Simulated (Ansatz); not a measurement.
SnMe3(OiPr) (C₆H₁₆OSn). Charge 0, multiplicity 1. Geometry r2SCAN-D4/def2-SVP, basis def2-TZVP, Ansatz.

```
run  HOMO (eV)  LUMO (eV)
  A      -6.94       0.27
  B      -5.37      -0.57
  C      -5.46      -0.58
  D      -5.39      -0.49
  E      -6.54      -0.10
  F      -5.75      -0.12
```

In the def2 sets Sn takes a core potential; there is no spin–orbit coupling. HSE06 is defined as in plane-wave codes, on full-range PBE exchange.

Problem. The runs used BLYP, HSE06, PBE, PBE0, r2SCAN, revPBE. Estimate which is which.

Solution. A PBE0 (25 % exact exchange); B BLYP (0 % exact exchange); C PBE (0 % exact exchange); D revPBE (0 % exact exchange); E HSE06 (range-separated); F r2SCAN (0 % exact exchange). Exact exchange lowers occupied and raises empty levels; among semilocal functionals meta-GGAs tend to open the gap a little, and such runs are hard to tell apart. The gap grows from 4.80 eV (BLYP) to 7.21 eV (PBE0).
